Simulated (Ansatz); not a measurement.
Consider the redistribution: `FB1B[SiH2]1` + `[NH2][GeH3]` → `NB1B[SiH2]1` + `[F][GeH3]`.

Calculated with Ansatz (gas phase, PBE0-D4/def2-TZVP geometries, no zero-point term in ΔE). CCSD(T)/CBS is the MP2 limit (def2-TZVPP, def2-QZVPP) plus CCSD(T) − MP2 in def2-TZVPP, frozen cores. For Ge outer-core shells are correlated without core-valence functions, which leaves a few kJ/mol of doubt a bond. Scalar relativity is left out up to krypton. One conformer a species, not always the lowest.

| species | HF/def2-TZVPP energy (Eh) |
| --- | --- |
| `FB1B[SiH2]1` | -439.51051 |
| `[NH2][GeH3]` | -2132.75334 |
| `NB1B[SiH2]1` | -395.65623 |
| `[F][GeH3]` | -2176.62500 |

(1) Work out ΔE.

Largest T1 diagnostic among the species: 0.016.

Results:

(1) ΔE = (-395.65623) + (-2176.62500) − (-439.51051) − (-2132.75334) = -0.01738 Eh = -45.6 kJ/mol. CCSD(T)/CBS gives -34.4 kJ/mol.

At CCSD(T), def2-SVP lies −7.2 kJ/mol from the extrapolated value and def2-TZVPP −0.1 kJ/mol. Leaving LDA and LC-ωPBE aside and taking each functional with its dispersion term where it has one, the values, not all of them listed here, spread over 7.5 kJ/mol, from BHLYP-D4 to B97M-V.
